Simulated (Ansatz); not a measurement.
Relaxation of ClH$_{7}$N$_{2}$Si (11 atoms, charge 0, multiplicity 1), to a largest force component of 0.03 eV/Å in at most 50 steps.

These are results of RKS CAM-B3LYP/6-31G* (Ansatz), not measurements.

```xyz
11
Properties=species:S:1:pos:R:3:forces:R:3
Si -0.495 -0.013 -0.536 -0.44 0.05 -0.16
H 0.553 -0.080 1.928 1.06 0.06 -0.70
N 1.188 0.055 -0.282 -0.01 0.03 -0.01
H 1.690 -0.654 0.235 -0.01 0.00 0.00
H 1.684 0.935 -0.313 0.02 0.01 0.00
H -0.765 1.082 -1.491 -0.01 0.02 -0.02
N -0.862 -1.627 -0.947 -0.03 0.03 0.01
H -1.790 -2.004 -0.818 0.02 -0.01 -0.01
H -0.334 -2.103 -1.665 -0.01 -0.03 0.00
Cl -1.886 0.405 1.003 -0.04 0.02 -0.52
H 0.146 -0.125 2.506 -0.55 -0.18 1.41
```

Problem. Where does it end, and by what steps?

Solution. The run converged. The force dipped under the threshold on the way, but the program's further checks kept it going. After 15 steps the energy has fallen by 0.351 eV; H11 moved furthest, 1.25 Å.

| step | energy less start (eV) | largest force component (eV/Å) | accepted |
| --- | --- | --- | --- |
| 0 | 0.0000 | 1.412 | yes |
| 1 | -0.1875 | 0.292 | yes |
| 2 | -0.2587 | 0.277 | yes |
| 3 | -0.3059 | 0.088 | yes |
| 4 | -0.3248 | 0.186 | yes |
| 5 | -0.3363 | 0.140 | yes |
| 6 | -0.3406 | 0.175 | yes |
| 7 | -0.3376 | 0.247 | no |
| 8 | -0.3464 | 0.035 | yes |
| 9 | -0.3489 | 0.045 | yes |
| 10 | -0.3248 | 0.437 | no |
| 11 | -0.3499 | 0.030 | yes |
| 12 | -0.3485 | 0.323 | no |
| 13 | -0.3504 | 0.012 | yes |
| 14 | -0.3505 | 0.087 | yes |
| 15 | -0.3507 | 0.022 | yes |

```xyz
11
Properties=species:S:1:pos:R:3
Si -0.592 -0.056 -0.793
H 0.668 0.150 2.733
N 1.033 -0.004 -0.286
H 1.398 -0.685 0.368
H 1.537 0.872 -0.247
H -0.742 1.044 -1.769
N -0.947 -1.655 -1.267
H -1.882 -2.031 -1.217
H -0.357 -2.145 -1.925
Cl -2.034 0.360 0.660
H 1.047 0.021 3.363
```

Whether the end is a true minimum wasn't checked by a vibrational analysis.

The run took 46 s on 2 threads of Arm Neoverse V1, with other jobs on the host, peak memory 0.2 GiB.
